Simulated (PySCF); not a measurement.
**Unknown compound**

Molecular formula: C$_{7}$H$_{13}$N. Simulated spectra:

1H NMR (300 MHz, computed): δ 1.67 (q, 2H), 1.32 (s, 6H), 1.12 (s, 2H), 0.75 (t, 3H).

13C{1H} NMR (computed): δ 183.0 (C), 37.9 (C), 35.7 (CH2), 25.3 (CH3, 2C), 18.8 (CH2), 12.1 (CH3).

All values are calculated (PySCF 2.14.0 with density-fitted response routines): geometry: GFN2-xTB, shieldings: GIAO PBE0/pcSseg-1. No solvent, one conformer, non-relativistic Hamiltonian, one averaged value for each set of equivalent atoms.

δ = σ(ref) − σ, references computed at the same level: TMS for 1H, 13C.

Problem. Which of these isomers gave the spectra?
A. C=C[C@@H](C)C1CNC1
B. NC[C@H]1[C@@H]2CC[C@H]1C2
C. CC(C)C(C)(C)C#N
D. C1CC2CCCN2C1
E. CCC(C)(C)C1=NC1

Solution. E. 

1. The formula gives 2 degrees of unsaturation (1 ring in the answer).
2. 6 carbon signals for 7 carbons: some carbons are equivalent by symmetry or fast rotation.
3. Carbon types of the structure: 2 × C, 2 × CH2, 3 × CH3, which accounts for all hydrogens.
4. δC 183.0: C=N carbon.
5. δC 37.9: quaternary sp3 carbon; saturated and bonded to C and H only.
6. δC 35.7: sp3 CH2; saturated and bonded to C and H only.
7. δC 25.3, 12.1: methyl carbon; aliphatic region, no heteroatom directly attached.
8. δH 1.12: hydrogen on a three-membered-ring carbon; cyclopropane-type protons are shielded by the ring.

The others: C1CC2CCCN2C1 would give 4 carbon signals, not 6; C=C[C@@H](C)C1CNC1 would give 7 carbon signals, not 6; NC[C@H]1[C@@H]2CC[C@H]1C2 would give 5 carbon signals, not 6; CC(C)C(C)(C)C#N would give 5 carbon signals, not 6.

Shifts are as computed. Against solution values, carbons near 30 ppm lie about +3 ppm off and those near 130 ppm about +5 ppm. Of 1211 compounds with measured shifts, 218 miss one by over three times the rms of a fit or turn the order of signals round; such compounds aren't used in these exercises. Multiplicities follow the n + 1 count of equivalent neighbours, as no J values were calculated; m marks all less simple cases, F and P coupling included.
